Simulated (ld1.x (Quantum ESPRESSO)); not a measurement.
## Before and after: ultrasoft potential for arsenic (As)

ld1.x (Quantum ESPRESSO) 7.5 input, shortened:

```
&input
   title='As', zed=33., rel=1, dft='REVPBE', iswitch=3,
   config='[Ar] 3d10 4s2 4p3'
 /
 &inputp
   pseudotype=3, tm=.true., lloc=-2, rcloc=0.65,
   nlcc=.false.,
   which_augfun='PSQ', rmatch_augfun_nc=.true.
 /
6
4S  1  0   2.00   0.00  1.05  1.45  0.0
4S  1  0   0.00  -0.65  1.05  1.45  0.0
4P  2  1   3.00   0.00  1.60  1.85  0.0
4P  2  1   0.00   0.70  1.60  1.85  0.0
3D  3  2  10.00   0.00  0.55  0.65  0.0
3D  3  2   0.00  -2.50  0.55  0.65  0.0
 &test
   configts(1)='3d10 4s2 4p3'
 /
```

Change: core correction a·sin(br)/r model core inside 0.36 bohr.

Cutoffs: the cutoffs (Ry, on a coarse ladder) from which the occupation-weighted sum of valence levels, in a spherical-Bessel basis at the reference potential, stays within 10 and 1 mRy of its value at 400 Ry; they do not see the model core or the augmentation charge, which bear on the density cutoff. Errors are all-electron minus pseudo energies relative to the spin-unpolarised reference configuration.

Problem. What does the change do?

Solution. Both files keep a bound ghost (s); of the 7 tests that both files solve, the error grows in 2 and shrinks in 2 by more than 15 % and 0.3 meV (median size 7.5 → 5.6 meV). A model core, the more so a compact one, raises the density cutoff, which this test does not measure.

| quantity | base | changed |
| --- | --- | --- |
| cutoff, loose | over 300 Ry | over 300 Ry |
| cutoff, tight | over 300 Ry | over 300 Ry |
| bound ghosts | s | s |
| error for 3d10 4s2 4p2, meV [ΔE 9.10 eV] | -1.9 | -1.5 |
| error for 3d10 4s2 4p1, meV [ΔE 26.96 eV] | -7.5 | -5.6 |
| error for 3d10 4s2 4p0, meV [ΔE 54.56 eV] | -13 | -17 |
| error for 3d9 4s2 4p4, meV [ΔE 40.08 eV] | -344 | -449 |
| error for 3d10 4s2 4p2.5, meV [ΔE 3.53 eV] | -0.6 | -0.5 |
| error for 3d10 4s1 4p4, meV [ΔE 9.39 eV] | +2.2 | -2.5 |
| error for 3d10 4s1 4p0, meV [ΔE 105.00 eV] | +38 | -36 |
| s: phases at 2.01 bohr within 0.05 rad from the reference energy up to (Ry; the scan ends near 5) | to the end of the scan | to the end of the scan |
| p: phases at 2.01 bohr within 0.05 rad from the reference energy up to (Ry; the scan ends near 5) | 3.1 | 3.1 |
| d: phases at 2.01 bohr within 0.05 rad from the reference energy up to (Ry; the scan ends near 5) | to the end of the scan | to the end of the scan |
| lowest overlap eigenvalue by channel | s 0.47, p 0.44, d 0.95 | s 0.47, p 0.44, d 0.95 |

 A true bound ghost makes a file unfit for plane-wave use even where its test errors are small: the radial tests pick states by their node count and pass the ghost by.
